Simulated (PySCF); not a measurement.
A PySCF script (with the pyscf-properties extension) for the NMR shieldings of `CN[SiH2][Si@H](N)N([SiH3])[SiH3]`, CH15N3Si4, on a GFN2-xTB geometry:

```python
import basis_set_exchange as bse
import numpy as np
from pyscf import gto, dft
from pyscf.prop import nmr

atoms = """
C    -3.992720   -0.125982    0.841144
N    -2.697539    0.337930    0.412651
Si   -1.393136   -0.698013   -0.011458
Si    0.357207    0.678647   -0.534495
N     0.522230    0.720656   -2.255990
N     1.813727    0.118404    0.294573
Si    2.506387   -1.412951   -0.126202
Si    2.709093    1.140380    1.375100
H    -4.702413   -0.220250    0.012828
H    -3.874813   -1.101432    1.306201
H    -4.415306    0.562951    1.574604
H    -2.749020    1.251478   -0.011116
H    -1.264466   -1.584303    1.159623
H    -1.738567   -1.643134   -1.111132
H     0.272945    2.112762   -0.227486
H     1.264015    1.277479   -2.649472
H     0.444841   -0.135279   -2.779271
H     2.970863   -2.075227    1.092006
H     3.641107   -1.227305   -1.043254
H     1.465583   -2.209002   -0.778660
H     3.864426    1.711077    0.669348
H     1.805451    2.194710    1.832731
H     3.185352    0.353389    2.513679
"""
names = dict.fromkeys(["C", "N", "Si", "H"], "pcSseg-1")
basis = {el: gto.basis.parse(bse.get_basis(n, elements=[el], fmt="nwchem")) for el, n in names.items()}
mol = gto.M(atom=atoms, basis=basis, charge=0, verbose=0)
mf = dft.RKS(mol, xc="PBE0")
mf.grids.level = 2
mf.grids.alignment = dft.numint.BLKSIZE   # the property module wants whole blocks of grid points
mf.conv_tol = 1e-9
mf.kernel()

calc = nmr.RKS(mf)   # GIAO
C = mf.mo_coeff
Co = C[:, mf.mo_occ > 0]
resp = mf.gen_response(singlet=True, hermi=2)
def vind(x):   # induced exchange potential for any number of trial vectors
    d = np.einsum("pi,xij,qj->xpq", C, 2 * x.reshape(-1, C.shape[1], Co.shape[1]), Co, optimize=True)
    return np.einsum("xpq,pi,qj->xij", resp(d - d.transpose(0, 2, 1)), C, Co, optimize=True).ravel()
mo1, _ = nmr.rhf.solve_mo1(calc, with_cphf=vind)
sigma = calc.kernel(mo1)
for i, s in enumerate(sigma):   # ppm
    print("%2d %-2s %9.2f" % (i, mol.atom_pure_symbol(i), np.trace(s) / 3))
```

Question: Give the expected output.

Answer: 
```
 0 C     151.66
 1 N     265.39
 2 Si    397.41
 3 Si    366.03
 4 N     227.41
 5 N     244.53
 6 Si    405.11
 7 Si    399.01
 8 H      28.78
 9 H      29.29
10 H      28.73
11 H      32.47
12 H      26.93
13 H      26.57
14 H      26.61
15 H      30.72
16 H      30.53
17 H      27.06
18 H      27.06
19 H      27.22
20 H      26.91
21 H      26.86
22 H      27.02
```

These numbers come from an equivalent density-fitted implementation of the same equations, which agrees with the script to about 0.01 ppm for H and up to a few tenths of a ppm for heavy atoms, so last digits may differ.

Size and cost of the density-fitted run: 239 basis functions, 53 s wall time on 1 thread of an Arm Neoverse V2, shared host; peak memory 1.1 GiB.
